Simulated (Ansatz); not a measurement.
Born–Oppenheimer molecular dynamics of BrCl2HZn (5 atoms, charge 0, multiplicity 1). It starts at the highest image of a converged band, a first-order saddle point between two minima.

Method: Ansatz, RKS PBE0/def2-SVP.

* ensemble: NVE (velocity Verlet)
* time step: 0.5 fs
* steps asked: 200
* starting velocities drawn for: 100 K
* seed: 4769

Frames 1 fs apart, positions in Å, forces in eV/Å.

Velocities at 0 fs (Å/ps):

```
Zn 0.34 -0.82 -0.33
Cl 1.91 0.64 -0.39
Cl 0.14 0.65 1.00
Br -1.03 0.24 -0.14
H -12.18 -11.13 11.10
```

```xyz
5
Properties=species:S:1:pos:R:3:forces:R:3 time_fs=0 energy_less_start_eV=0.000 T=100
Zn -0.414 0.000 0.025 0.00 0.00 0.00
Cl 0.204 0.000 2.224 0.00 0.00 0.00
Cl 0.358 0.000 -1.943 0.00 0.00 0.00
Br -2.729 0.000 1.006 0.00 0.00 0.00
H -1.464 0.000 2.044 0.00 0.00 0.00
5
Properties=species:S:1:pos:R:3:forces:R:3 time_fs=1 energy_less_start_eV=0.001 T=99
Zn -0.414 -0.001 0.025 0.01 0.01 0.06
Cl 0.206 0.001 2.224 -0.03 -0.01 -0.01
Cl 0.358 0.001 -1.942 0.00 0.00 -0.02
Br -2.730 0.000 1.006 0.02 -0.01 0.04
H -1.476 -0.011 2.055 0.00 0.02 -0.06
5
Properties=species:S:1:pos:R:3:forces:R:3 time_fs=2 energy_less_start_eV=0.002 T=95
Zn -0.414 -0.002 0.025 0.01 0.01 0.11
Cl 0.208 0.001 2.223 -0.06 -0.02 -0.03
Cl 0.358 0.001 -1.941 0.01 0.00 -0.04
Br -2.731 0.001 1.006 0.04 -0.02 0.08
H -1.488 -0.022 2.066 0.00 0.03 -0.13
5
Properties=species:S:1:pos:R:3:forces:R:3 time_fs=3 energy_less_start_eV=0.004 T=89
Zn -0.413 -0.002 0.024 0.02 0.02 0.16
Cl 0.209 0.002 2.223 -0.09 -0.03 -0.04
Cl 0.358 0.002 -1.940 0.01 0.00 -0.06
Br -2.732 0.001 1.006 0.06 -0.03 0.12
H -1.500 -0.033 2.075 0.00 0.05 -0.18
5
Properties=species:S:1:pos:R:3:forces:R:3 time_fs=4 energy_less_start_eV=0.007 T=83
Zn -0.413 -0.003 0.024 0.03 0.02 0.22
Cl 0.211 0.003 2.222 -0.11 -0.04 -0.06
Cl 0.358 0.003 -1.939 0.01 0.00 -0.08
Br -2.733 0.001 1.006 0.07 -0.05 0.16
H -1.512 -0.043 2.082 -0.01 0.07 -0.23
5
Properties=species:S:1:pos:R:3:forces:R:3 time_fs=5 energy_less_start_eV=0.009 T=77
Zn -0.413 -0.004 0.024 0.05 0.03 0.27
Cl 0.213 0.003 2.222 -0.12 -0.05 -0.08
Cl 0.358 0.003 -1.938 0.01 0.00 -0.10
Br -2.734 0.001 1.006 0.07 -0.06 0.18
H -1.525 -0.052 2.087 -0.01 0.08 -0.27
5
Properties=species:S:1:pos:R:3:forces:R:3 time_fs=6 energy_less_start_eV=0.011 T=72
Zn -0.412 -0.005 0.023 0.07 0.03 0.31
Cl 0.215 0.004 2.221 -0.13 -0.06 -0.10
Cl 0.358 0.004 -1.937 0.02 0.00 -0.12
Br -2.735 0.001 1.006 0.06 -0.07 0.20
H -1.537 -0.061 2.090 -0.02 0.10 -0.29
5
Properties=species:S:1:pos:R:3:forces:R:3 time_fs=7 energy_less_start_eV=0.012 T=70
Zn -0.412 -0.006 0.023 0.10 0.04 0.36
Cl 0.217 0.004 2.221 -0.13 -0.07 -0.13
Cl 0.359 0.005 -1.936 0.02 -0.01 -0.14
Br -2.736 0.002 1.006 0.04 -0.07 0.20
H -1.550 -0.069 2.090 -0.02 0.11 -0.29
5
Properties=species:S:1:pos:R:3:forces:R:3 time_fs=8 energy_less_start_eV=0.012 T=69
Zn -0.412 -0.006 0.023 0.13 0.04 0.40
Cl 0.218 0.005 2.220 -0.12 -0.07 -0.16
Cl 0.359 0.005 -1.935 0.02 -0.01 -0.16
Br -2.737 0.002 1.006 0.01 -0.08 0.19
H -1.562 -0.075 2.087 -0.02 0.12 -0.27
5
Properties=species:S:1:pos:R:3:forces:R:3 time_fs=9 energy_less_start_eV=0.011 T=71
Zn -0.411 -0.007 0.023 0.16 0.04 0.44
Cl 0.220 0.005 2.220 -0.11 -0.07 -0.19
Cl 0.359 0.006 -1.934 0.01 -0.01 -0.17
Br -2.738 0.002 1.006 -0.05 -0.08 0.16
H -1.575 -0.081 2.082 -0.01 0.12 -0.23
5
Properties=species:S:1:pos:R:3:forces:R:3 time_fs=10 energy_less_start_eV=0.010 T=74
Zn -0.411 -0.008 0.023 0.20 0.05 0.48
Cl 0.222 0.006 2.219 -0.10 -0.08 -0.23
Cl 0.359 0.006 -1.933 0.01 -0.01 -0.19
Br -2.739 0.002 1.006 -0.12 -0.08 0.11
H -1.589 -0.085 2.074 0.00 0.12 -0.17
5
Properties=species:S:1:pos:R:3:forces:R:3 time_fs=11 energy_less_start_eV=0.009 T=76
Zn -0.410 -0.009 0.023 0.24 0.05 0.51
Cl 0.223 0.006 2.219 -0.08 -0.08 -0.27
Cl 0.359 0.007 -1.933 0.01 -0.01 -0.20
Br -2.740 0.002 1.006 -0.21 -0.08 0.05
H -1.602 -0.089 2.065 0.04 0.11 -0.09
```

Of the whole run (100 fs, mean temperature of the second half 237 K): The conserved energy stayed within 0.019 meV per atom of its start (net change -0.012 meV per atom), so the integration is sound. The kinetic energy rose, since the run started high on the potential surface and went downhill. A run of 0.1 ps of so small a system gives no equilibrium averages. The orbitals stay closed-shell, which can raise the energy where a bond breaks towards radicals; this wasn't checked here.

The run took 5.8 min on 2 threads of Intel(R) Xeon(R) 6975P-C (Granite Rapids) (shared host), peak memory 0.29 GiB.
